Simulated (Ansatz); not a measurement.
Calculated with Ansatz (gas phase, PBE0-D4/def2-TZVP geometries, no zero-point term in ΔE). CCSD(T)/CBS is the MP2 limit (def2-TZVPP, def2-QZVPP) plus CCSD(T) − MP2 in def2-TZVPP, frozen cores. This one scheme is used for every species. Functionals use def2-TZVPP. No spin–orbit coupling; open shells (•) take unrestricted orbitals. Each species was taken in one conformer, which may not be the lowest.

Consider the homolysis of the O–Si bond: `[F][Al]([Cl])[O][SiH3]` → `[O][Al]([F])[Cl]`• + `[SiH3]`•.

```csv
species,LDA (SPW92) energy (Eh)
`[F][Al]([Cl])[O][SiH3]`,-1164.46165
`[O][Al]([F])[Cl]`•,-874.19364
`[SiH3]`•,-290.03108
```

Task: Work out ΔE.

Result: ΔE = (-874.19364) + (-290.03108) − (-1164.46165) = 0.23693 Eh = +148.7 kcal/mol. CCSD(T)/CBS gives +139.4 kcal/mol.

Largest T1 diagnostic among the species: 0.015.

From BLYP to BHLYP (50 % exact exchange), in def2-TZVPP and without D4, ΔE moves by +3.3 kcal/mol. The D4 term adds +2.4 kcal/mol with B3LYP and +1.3 kcal/mol with PBE0; it sums over pairs of atoms, weighted by their polarisabilities, and B3LYP, whose exchange is more repulsive, gets the larger term. At CCSD(T), def2-SVP lies −10.3 kcal/mol from the extrapolated value and def2-TZVPP −4.2 kcal/mol: correlation converges slowly with the basis, and small sets miss more of it in the bonded molecule than in its fragments.

B3LYP here is the variant with VWN-RPA as its local correlation; programs differ in this.
